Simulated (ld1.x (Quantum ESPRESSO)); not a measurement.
## iron: excitation energies, all-electron against PAW

```
Element                 : iron (Fe)
Generator               : ld1.x (Quantum ESPRESSO) 7.5
Type                    : PAW
Functional              : LDA (PZ)
Relativity              : non-relativistic
Frozen core             : [Ne]
Valence charge          : 16
Reference configuration : 3s2 3p6 3d6 4s1.5 4p0 (charge +0.5)
Partial waves           : 3s (bound): rcut 1.30, rcutus 1.60 bohr; 4s (bound): rcut 1.30, rcutus 1.60 bohr; 3p (bound): rcut 1.65, rcutus 1.75 bohr; 4p (bound, empty): rcut 1.65, rcutus 1.75 bohr; 3d (bound): rcut 0.90, rcutus 0.95 bohr; 3d channel at 1.25 Ry: rcut 0.90, rcutus 0.95 bohr
Local potential         : all-electron potential smoothed inside 0.85 bohr (lloc = -2)
Core correction         : a·sin(br)/r model core inside 0.45 bohr
Augmentation charge     : BESSEL, radius 0.80 bohr
```

Energies are relative to the spin-unpolarised reference configuration 3s2 3p6 3d6 4s1.5 4p0; without spin polarisation the order of configurations can differ from experiment. Not all tests gave a result: test run stopped at test 4 of 9 (negative rho).

Its overlap operator is not positive definite in a basis up to 400 Ry (lowest eigenvalue p -1.97), so the file is unfit for use: the generalised eigenproblem breaks down once the basis is large enough, and its test numbers describe a broken file.

| valence configuration | charge | ΔE all-electron (eV) | error AE − PS (meV) |
| --- | --- | --- | --- |
| 3s2 3p6 3d6 4s2 4p0 | 0 | -3.540 | -0.5 |
| 3s2 3p6 3d6 4s1 4p0 | +1 | 5.309 | -0.1 |
| 3s2 3p6 3d6 4s0 4p0 | +2 | 21.584 | -0.6 |

Levels in the configuration 3s2 3p6 3d6 4s1 4p0:

```
level  all-electron (eV)  pseudo (eV)
   3s            -99.992      -99.966
   3p            -68.077      -68.064
   3d            -16.490      -16.470
   4s            -12.461      -12.462
```

The ghost test of this file was not conclusive.
